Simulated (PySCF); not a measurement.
C3H7BrMg. Atoms are numbered in the order given.

```xyz
12

Mg     0.2395     0.1865     0.0000
Br    -2.1292    -0.0459     0.0000
C      2.3575     0.3914     0.0000
C      2.9925    -0.1945     1.2702
C      2.9925    -0.1945    -1.2702
H      2.5349     1.4921     0.0000
H      4.0996    -0.0497     1.2759
H      2.8247    -1.2903     1.3574
H      2.6044     0.2704     2.2012
H      2.6044     0.2704    -2.2012
H      4.0996    -0.0497    -1.2759
H      2.8247    -1.2903    -1.3574
```
Charge 0, spin multiplicity 1.

Geometry: PBE-D3(BJ)/def2-SVP. Other conformers were not sampled.

Method: PBE-D3(BJ)/def2-SVP (PySCF).

Frequencies are harmonic and unscaled.

| mode | ν (cm⁻¹) | IR (km/mol) | moving atoms (share of kinetic energy) |
|---|---|---|---|
| 1 | 59 | 4.5 | Mg 37 %, C 36 %, H 18 %, Br 9 % |
| 2 | 72 | 7.9 | Mg 57 %, H 17 %, C 16 %, Br 10 % |
| 3 | 186 | 9.3 | C 43 %, Br 26 %, Mg 16 %, H 14 % |
| 4 | 200 | 27.5 | Mg 45 %, C 41 %, H 14 % |
| 5 | 245 | 4.5 | H 84 % |
| 6 | 251 | 0.0 | H 98 % |
| 7 | 334 | 27.1 | C 43 %, H 32 %, Mg 18 % |
| 8 | 361 | 11.5 | C 48 %, H 38 %, Mg 10 % |
| 9 | 536 | 44.2 | Mg 59 %, C 27 %, H 11 % |
| 10 | 870 | 5.0 | C 65 %, H 34 % |
| 11 | 883 | 1.9 | H 87 %, C 13 % |
| 12 | 922 | 14.5 | H 92 %, C 8 % |
| 13 | 950 | 1.4 | H 76 %, C 24 % |
| 14 | 1077 | 5.0 | C 71 %, H 29 % |
| 15 | 1117 | 24.0 | C 54 %, H 46 % |
| 16 | 1145 | 16.9 | H 64 %, C 36 % |
| 17 | 1276 | 1.3 | H 76 %, C 24 % |
| 18 | 1334 | 0.7 | H 79 %, C 21 % |
| 19 | 1349 | 9.5 | H 80 %, C 20 % |
| 20 | 1402 | 0.2 | H 97 % |
| 21 | 1418 | 6.3 | H 96 % |
| 22 | 1422 | 6.9 | H 96 % |
| 23 | 1430 | 5.6 | H 97 % |
| 24 | 2912 | 105.9 | H 96 % |
| 25 | 2913 | 35.9 | H 96 % |
| 26 | 2943 | 11.5 | H 93 % |
| 27 | 2991 | 41.3 | H 92 %, C 8 % |
| 28 | 2992 | 7.4 | H 92 %, C 8 % |
| 29 | 3030 | 14.8 | H 91 %, C 9 % |
| 30 | 3030 | 31.7 | H 91 %, C 9 % |
